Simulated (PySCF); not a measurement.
H4SeSn, SMILES [SeH][SnH3].

The structure is a stationary point at B3LYP-D3(BJ)/def2-TZVP. The def2 effective core potentials stand for the cores of Sn; spin–orbit coupling is left out.

Computed with PySCF with TDDFT-LC-ωPBE/def2-SVPD.

Vertical excitations. Isolated molecule, no solvent. State labels are in the subgroup Cs.

Computed lowest excited states:
```json
[
 {"state": "S1", "symmetry": "A\"", "energy (eV)": "4.98", "λ (nm)": "249", "f": "0.016", "main pairs": "HOMO→LUMO 80 %"},
 {"state": "S2", "symmetry": "A\"", "energy (eV)": "5.67", "λ (nm)": "219", "f": "0.018", "main pairs": "HOMO→LUMO+1 59 %, HOMO→LUMO+6 30 %"},
 {"state": "S3", "symmetry": "A'", "energy (eV)": "7.10", "λ (nm)": "175", "f": "0.211", "main pairs": "HOMO−1→LUMO 49 %, HOMO→LUMO+4 31 %"},
 {"state": "S4", "symmetry": "A\"", "energy (eV)": "7.16", "λ (nm)": "173", "f": "0.000", "main pairs": "HOMO→LUMO+5 50 %, HOMO→LUMO+3 14 %, HOMO→LUMO+6 9 %, HOMO→LUMO+9 8 %"},
 {"state": "S5", "symmetry": "A\"", "energy (eV)": "7.32", "λ (nm)": "169", "f": "0.006", "main pairs": "HOMO→LUMO+6 28 %, HOMO→LUMO+1 26 %, HOMO→LUMO+3 24 %, HOMO→LUMO+11 6 %"},
 {"state": "S6", "symmetry": "A'", "energy (eV)": "7.48", "λ (nm)": "166", "f": "0.137", "main pairs": "HOMO−1→LUMO+1 61 %, HOMO−1→LUMO+6 24 %"},
 {"state": "S7", "symmetry": "A\"", "energy (eV)": "7.74", "λ (nm)": "160", "f": "0.004", "main pairs": "HOMO→LUMO+2 49 %, HOMO→LUMO+3 19 %, HOMO−3→LUMO 12 %"},
 {"state": "S8", "symmetry": "A'", "energy (eV)": "7.81", "λ (nm)": "159", "f": "0.424", "main pairs": "HOMO→LUMO+7 38 %, HOMO→LUMO+4 20 %, HOMO−1→LUMO 17 %, HOMO−2→LUMO 10 %"},
 {"state": "S9", "symmetry": "A\"", "energy (eV)": "7.85", "λ (nm)": "158", "f": "0.008", "main pairs": "HOMO→LUMO+3 32 %, HOMO→LUMO+5 29 %, HOMO→LUMO+2 13 %, HOMO→LUMO+6 11 %"},
 {"state": "S10", "symmetry": "A'", "energy (eV)": "7.89", "λ (nm)": "157", "f": "0.128", "main pairs": "HOMO−2→LUMO 67 %"},
 {"state": "T1", "symmetry": "A\"", "energy (eV)": "4.52", "λ (nm)": "274", "f": "0", "main pairs": "HOMO→LUMO 79 %"},
 {"state": "T2", "symmetry": "A\"", "energy (eV)": "5.14", "λ (nm)": "241", "f": "0", "main pairs": "HOMO→LUMO+1 46 %, HOMO→LUMO+6 39 %"},
 {"state": "T3", "symmetry": "A'", "energy (eV)": "5.66", "λ (nm)": "219", "f": "0", "main pairs": "HOMO−1→LUMO 79 %"},
 {"state": "T4", "symmetry": "A\"", "energy (eV)": "6.72", "λ (nm)": "185", "f": "0", "main pairs": "HOMO→LUMO+1 25 %, HOMO→LUMO+6 15 %, HOMO→LUMO+3 13 %, HOMO−3→LUMO 9 %"}
]
```
Triplets are in the Tamm–Dancoff approximation, which puts them higher than full response would, so one can lie above its singlet here.
